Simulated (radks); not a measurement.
Results of a calculation; reference values are marked as such.
Q: Excited configurations of Xe XXX: one electron is placed in a higher orbital outside [Ar] 3d6. The ground configuration is [Ar] 3d7. Code: a radial shooting solver on a logarithmic mesh with Libxc functionals. Model: scalar-relativistic Kohn-Sham, BLYP, spin-polarised, spherical densities, point nucleus; open shells are filled with parallel spins first (spin-orbit coupling, left out, can overturn this in heavy ions). Excitation = E - E(ground); binding = E(ion) - E, where the ion is the core of charge +30; n* = 30/sqrt(2 binding) in atomic units. These energies are relativistic, and a one-electron ion of charge +30 with no core already has n* below n in this formula (scalar-relativistic equation, point nucleus: 4s 3.980, 4p 3.989, 5f 4.997, 6p 5.987, 6d 5.993, 6f 5.996, 7s 6.978, 7d 6.993, 7f 6.996). The quantum defect is therefore taken as that value minus n*, so that it holds no relativistic shift of the bare ion.

outer orbital  excitation (eV)  binding (eV)     n*  quantum defect  eigenvalue (eV)  <r> (bohr)
4s                      683.47        1058.3  3.402           0.579          -1040.4      0.5859
4p                      750.89        990.84  3.515           0.473          -973.23      0.5944
5f                      1224.8        516.96  4.867           0.130          -507.18      0.9850
6p                      1338.7        403.04  5.512           0.475          -397.02       1.497
6f                      1384.1        357.65  5.851           0.145          -351.29       1.516
7s                      1441.4        300.38  6.385           0.594          -295.92       2.051
7d                      1466.7        274.99  6.673           0.320          -270.67       2.141
7f                      1479.6        262.11  6.835           0.161          -257.75       2.146

Estimate the row for 6d.

A: excitation (eV) 1362.7; binding (eV) 379.04; n* 5.684; quantum defect 0.310; eigenvalue (eV) -373.03; <r> (bohr) 1.527. The Delta-SCF ionisation energy is 1741.7 eV (NIST Atomic Spectra Database: 1742 eV, theoretical). Self-interaction in the functional shifts the binding energies and quantum defects, so they are the method's values and not measured ones. Open shells are spherical and high-spin; term and fine-structure splittings are not resolved. Spin-orbit splitting is averaged out at the scalar-relativistic level.
